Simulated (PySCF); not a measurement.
C₃H₅Cl₂In (SMILES C=C[CH2][In]([Cl])[Cl]), singlet, geometry from GFN2-xTB (such geometries of metal compounds can be far from the true shape) (core potentials on In); DF-CAMB3LYP/def2-TZVP run with PySCF.

The PySCF input:
```python
from pyscf import gto, scf, dft

mol = gto.Mole()
mol.atom = '''
    In   -0.03617720   -0.12362599    0.30267040
    C    -0.15300475   -1.28364765   -1.69103793
    C    -0.43928405   -0.36185205   -2.78450576
    C     0.49094045    0.13874511   -3.59320248
    H    -0.94015370   -2.01157548   -1.50281636
    H     0.82406447   -1.75974516   -1.75400336
    H    -1.47831518   -0.08570095   -2.92378660
    H     1.53366376   -0.11760206   -3.47947250
    H     0.24091225    0.80181589   -4.40291423
    Cl   -0.76941092    2.06718974    0.54797058
    Cl    0.89885806   -0.99242452    2.25465416
'''
mol.basis = 'def2-tzvp'
mol.ecp = {'In': 'def2-tzvp'}
mol.verbose = 4
mol.max_memory = 1800
mol.build()

mf = dft.RKS(mol)
mf.xc = 'camb3lyp'
mf = mf.density_fit(auxbasis='def2-universal-jkfit')
mf.kernel()
```

The log (banner, timings and long lists left out):

```
PySCF version 2.14.0

[INPUT] verbose = 4
[INPUT] num. atoms = 11
[INPUT] num. electrons = 78
[INPUT] charge = 0
[INPUT] spin (= nelec alpha-beta = 2S) = 0
[INPUT] symmetry False subgroup None
[INPUT] Mole.unit = angstrom
[INPUT] Symbol           X                Y                Z      unit          X                Y                Z       unit  Magmom
[INPUT]  1 In    -0.036177200000  -0.123625990000   0.302670400000 AA   -0.068364999954  -0.233619262978   0.571964162013 Bohr   0.0
[INPUT]  2 C     -0.153004750000  -1.283647650000  -1.691037930000 AA   -0.289137073258  -2.425742498942  -3.195598553951 Bohr   0.0
[INPUT]  3 C     -0.439284050000  -0.361852050000  -2.784505760000 AA   -0.830126545390  -0.683801272112  -5.261953278674 Bohr   0.0
[INPUT]  4 C      0.490940450000   0.138745110000  -3.593202480000 AA    0.927742993971   0.262190259023  -6.790168597308 Bohr   0.0
[INPUT]  5 H     -0.940153700000  -2.011575480000  -1.502816360000 AA   -1.776633007997  -3.801326736091  -2.839911335916 Bohr   0.0
[INPUT]  6 H      0.824064470000  -1.759745160000  -1.754003360000 AA    1.557256157285  -3.325436401429  -3.314585971967 Bohr   0.0
[INPUT]  7 H     -1.478315180000  -0.085700950000  -2.923786600000 AA   -2.793610815987  -0.161951324115  -5.525155920673 Bohr   0.0
[INPUT]  8 H      1.533663760000  -0.117602060000  -3.479472500000 AA    2.898204473571  -0.222235685085  -6.575250082956 Bohr   0.0
[INPUT]  9 H      0.240912250000   0.801815890000  -4.402914230000 AA    0.455258172553   1.515212434424  -8.320302044650 Bohr   0.0
[INPUT] 10 Cl    -0.769410920000   2.067189740000   0.547970580000 AA   -1.453975916050   3.906422456111   1.035514320519 Bohr   0.0
[INPUT] 11 Cl     0.898858060000  -0.992424520000   2.254654160000 AA    1.698595558258  -1.875410542103   4.260678868011 Bohr   0.0

nuclear repulsion = 438.422608737565
number of shells = 95
number of NR pGTOs = 395
number of NR cGTOs = 247
basis = def2-tzvp
ecp = {'In': 'def2-tzvp'}

******** <class 'pyscf.df.df_jk.DFRKS'> ********
method = DFRKS
initial guess = minao
damping factor = 0
level_shift factor = 0
DIIS = <class 'pyscf.scf.diis.CDIIS'>
diis_start_cycle = 1
diis_space = 8
diis_damp = 0
SCF conv_tol = 1e-09
SCF conv_tol_grad = None
SCF max_cycles = 50
direct_scf = False
XC library pyscf.dft.libxc version 7.1.2
    S. Lehtola, C. Steigemann, M. J. T. Oliveira, and M. A. L. Marques,  SoftwareX 7, 1–5 (2018)
XC functionals = camb3lyp
    T. Yanai, D. P. Tew, and N. C. Handy,  Chem. Phys. Lett. 393, 51 (2004)
radial grids:
    Treutler-Ahlrichs [JCP 102, 346 (1995); DOI:10.1063/1.469408] (M4) radial grids

becke partition: Becke, JCP 88, 2547 (1988); DOI:10.1063/1.454033
pruning grids: <function nwchem_prune>
grids dens level: 3
symmetrized grids: False
atomic radii adjust function: <function treutler_atomic_radii_adjust>
small_rho_cutoff = 0
Set gradient conv threshold to 3.16228e-05
Initial guess from minao.
tot grids = 151032
******** <class 'pyscf.df.df.DF'> ********
auxbasis = def2-universal-jkfit
Create RSH-DF object <pyscf.df.df.DF object> for omega=0.33
******** <class 'pyscf.df.df.DF'> ********
auxbasis = auxmol.basis = def2-universal-jkfit
init E= -1195.51566403707
  HOMO = -0.510570706443  LUMO = -0.42547561117405  gap/eV = 2.31556
cycle= 1 E= -1226.88196473852  delta_E= -31.4  |g|= 2.09  |ddm|= 45.4
  HOMO = -0.0638458084618186  LUMO = -0.0423884579508699  gap/eV = 0.58388
cycle= 2 E= -1224.21723581215  delta_E= 2.66  |g|= 4.31  |ddm|= 9.46
  HOMO = -0.235002552417008  LUMO = -0.0535975898853027  gap/eV = 4.93628
cycle= 3 E= -1227.92654891841  delta_E= -3.71  |g|= 0.26  |ddm|= 4.28
  HOMO = -0.321656302989523  LUMO = -0.0624426652346189  gap/eV = 7.05356
cycle= 4 E= -1227.93891502867  delta_E= -0.0124  |g|= 0.184  |ddm|= 0.519
  HOMO = -0.303831129345518  LUMO = -0.0478284703585838  gap/eV = 6.96619
cycle= 5 E= -1227.9477667191  delta_E= -0.00885  |g|= 0.0353  |ddm|= 0.145
  HOMO = -0.305960263348254  LUMO = -0.0482083213927271  gap/eV = 7.01379
cycle= 6 E= -1227.94823636802  delta_E= -0.00047  |g|= 0.023  |ddm|= 0.0771
  HOMO = -0.306669556541803  LUMO = -0.0476070468326906  gap/eV = 7.04945
cycle= 7 E= -1227.94840345487  delta_E= -0.000167  |g|= 0.00559  |ddm|= 0.0322
  HOMO = -0.306962848545341  LUMO = -0.0474507398879813  gap/eV = 7.06168
cycle= 8 E= -1227.94841632184  delta_E= -1.29e-05  |g|= 0.002  |ddm|= 0.0142
  HOMO = -0.307022776383092  LUMO = -0.0472632926736249  gap/eV = 7.06842
cycle= 9 E= -1227.94841781527  delta_E= -1.49e-06  |g|= 0.000439  |ddm|= 0.00388
  HOMO = -0.307015184438578  LUMO = -0.0472723589559043  gap/eV = 7.06796
cycle= 10 E= -1227.94841793672  delta_E= -1.21e-07  |g|= 0.000157  |ddm|= 0.00186
  HOMO = -0.307020748360195  LUMO = -0.0472857831984849  gap/eV = 7.06775
cycle= 11 E= -1227.94841794628  delta_E= -9.56e-09  |g|= 4.34e-05  |ddm|= 0.000429
  HOMO = -0.307015085179735  LUMO = -0.0472841073294587  gap/eV = 7.06764
cycle= 12 E= -1227.94841794718  delta_E= -8.99e-10  |g|= 1.46e-05  |ddm|= 0.000155
  HOMO = -0.307015944518044  LUMO = -0.0472848349428688  gap/eV = 7.06764
Extra cycle  E= -1227.94841794724  delta_E= -5.96e-11  |g|= 1.4e-05  |ddm|= 4.7e-05
converged SCF energy = -1227.94841794724
```
